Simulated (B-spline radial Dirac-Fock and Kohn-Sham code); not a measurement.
Model: relativistic Hartree-Fock (Dirac-Fock) wave functions, averaged over the configuration. Program: a radial B-spline solver.

Question: This computed X-ray form factor belongs to an atom or ion in its tabulated ground configuration. Which?

```tsv
sin θ/λ (Å⁻¹)	f₀
0.05	14.980
0.15	14.820
0.25	14.509
0.9	10.449
1.4	7.667
2	5.795
3.5	2.948
4	2.334
5	1.613
```

Answer: Zr²⁵⁺, with 15 electrons in [Ne] 3s2 3p3. f₀ tends to the number of electrons as s goes to zero, which the first rows give only roughly, and the rate of fall reflects the nuclear charge, 40.
